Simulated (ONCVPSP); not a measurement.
An all-electron radial function and its pseudo partner (Mo (Z = 42))

Columns: radius, all-electron u(r) and pseudo u(r) of the 4s shell (level -71.11 eV) of molybdenum in the configuration [Ar] 3d10 4s2 4p6 4d5; PBE, scalar-relativistic, ONCV scheme, ONCVPSP 4.0.1.

```tsv
r (bohr)	all-electron	pseudo
0.082	0.3334	0.1055
0.165	0.1047	0.2130
0.248	-0.4287	0.3213
0.330	-0.5945	0.4288
0.413	-0.4189	0.5363
0.495	-0.0813	0.6390
0.578	0.2873	0.7359
0.660	0.6023	0.8212
0.742	0.8392	0.8924
0.825	0.9964	0.9469
0.908	1.0801	0.9814
0.990	1.1040	0.9945
1.072	1.0845	0.9869
1.155	1.0338	0.9592
1.238	0.9636	0.9140
1.320	0.8836	0.8551
1.402	0.7994	0.7861
1.485	0.7145	0.7101
1.568	0.6328	0.6321
1.650	0.5573	0.5572
1.733	0.4870	0.4869
1.815	0.4241	0.4241
1.898	0.3672	0.3671
1.980	0.3173	0.3172
2.062	0.2733	0.2732
2.145	0.2343	0.2342
```

Problem. How many radial nodes do the two functions have?

Solution. The all-electron 4s function has n − l − 1 = 3 (the table is too coarse to show those close to the nucleus); the pseudo-wave has 0, since the states of the same l below it are removed with the core.

Problem. At about which radius was the pseudo-wave matched?

Solution. 1.65 bohr, where the columns begin to agree (steps of 0.08 bohr).

Problem. Is the pseudo-wave norm-conserving?

Solution. Yes: the ONCV scheme keeps the norm inside the radius equal to the all-electron one, which fixes the energy derivative of the logarithmic derivative at the level.
